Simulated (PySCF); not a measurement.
CH₃AlCl, charge +1, singlet, geometry from GFN2-xTB (such geometries of metal compounds can be far from the true shape). Base run: MP2/STO-3G (PySCF).

PySCF was given this input:
```python
from pyscf import gto, scf, mp

mol = gto.Mole()
mol.atom = '''
    Al    0.13948726   -0.88189477    0.77212606
    C    -0.07554861    0.58719174   -0.49966655
    H    -0.90644447    1.24487113   -0.20855913
    H    -0.27870186    0.19683686   -1.50671822
    H     0.84415110    1.18771775   -0.54009828
    Cl    0.38412364   -2.37473170    2.05485401
'''
mol.basis = 'sto-3g'
mol.charge = 1
mol.verbose = 5
mol.build()

mf = scf.RHF(mol)
mf.kernel()

pt = mp.MP2(mf, frozen=11)
pt.kernel()
print('E(MP2) = %.10f' % pt.e_tot)
```

Each row names what was changed in the base input (with any setting that the change needs).

```
change               basis functions      E (Eh)  MP2 correlation (Eh)  SCF-reference HOMO (eV)  SCF-reference HOMO-LUMO gap (eV)
-------------------  ---------------  ----------  --------------------  -----------------------  --------------------------------
base                              26  -732.74033              -0.08495                   -17.32                             16.61
basis = 6-31G                     41  -740.89441              -0.15997                   -18.56                             13.96
basis = 3-21G                     41  -737.24121              -0.16309                   -18.55                             14.01
basis = def2-SV(P)                56  -740.87783              -0.30143                   -18.44                             14.10
basis = def2-SVP                  65  -740.90773              -0.32125                   -18.40                             14.08
basis = cc-pVDZ                   65  -741.16314              -0.32259                   -18.36                             14.21
basis = pcseg-1                   65  -741.08287              -0.31609                   -18.44                             14.00
basis = cc-pV(D+d)Z               75  -741.17294              -0.32599                   -18.36                             14.13
basis = aug-pcseg-1              104  -741.10755              -0.33122                   -18.36                             13.91
basis = aug-cc-pVDZ              104  -741.18342              -0.33847                   -18.34                             13.96
basis = def2-TZVP                123  -741.27636              -0.40347                   -18.29                             13.99
basis = pc-2                     140  -741.27146              -0.40166                   -18.31                             14.01
basis = pcseg-2                  140  -741.26847              -0.40200                   -18.31                             13.97
```

Totals compare only among sets that treat the same electrons; sets with core potentials leave the core out.
